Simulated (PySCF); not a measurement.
Species: CBr2F2.
Bonds: F1–C2, C2–F3, C2–Br4, C2–Br5.

The calculation used PBE0-D3(BJ)/def2-SVP geometry optimisation, gas phase in PySCF.

(1) List the bond lengths and angles at this level.

## Answers

(1) 
```
          bond  length (bohr)   order
  F1–C2, C2–F3          2.495  single
C2–Br4, C2–Br5          3.657  single
```

Bonds in one row agree within 0.02 bohr and their mean is given. Orders are formal, as drawn. A selection of angles:
```
     angle  degrees
  F1–C2–F3    108.5
 F1–C2–Br4    109.3
Br4–C2–Br5    111.4
```

Point group: C2v (tolerance 0.08 Å). Not checked by PBE0-D3(BJ)/def2-SVP frequencies.

Time: 20 s of wall time; peak memory 0.46 GiB. Hardware: an Intel Xeon 6975P-C with one thread, shared host. These figures are those of the optimisation.

---

Species: Zn(SiH3)2 (singlet state).
Bonds: Zn1–Si2, Zn1–Si6. Hydrogens: H3, H4, H5 on Si2; H7, H8, H9 on Si6.

The calculation used PBE0-D3(BJ)/def2-SVP geometry optimisation, gas phase in PySCF 2.14.0.

Problem. List the bond lengths and angles at this level.

Solution. 
| bond | length (Å) |
| --- | --- |
| Zn1–Si2, Zn1–Si6 | 2.394 |
| Si2–H3 and 5 like bonds | 1.500 |

Bonds in one row agree within 0.01 Å and their mean is given. A selection of angles:
| angle | degrees |
| --- | --- |
| Si2–Zn1–Si6 | 179.5 |
| Zn1–Si2–H3 | 112.1 |
| H3–Si2–H4 | 106.7 |

Si2 (silicon bonded to Zn and 3 H) is tetrahedral (angles from 106.7° to 112.2°).

Point group: near D3d, missed by 0.14 Å at most; the miss may be what the optimiser left on a soft mode (D3 holds within 0.08 Å). No PBE0-D3(BJ)/def2-SVP frequencies stand behind this structure, so it isn't proved a minimum.
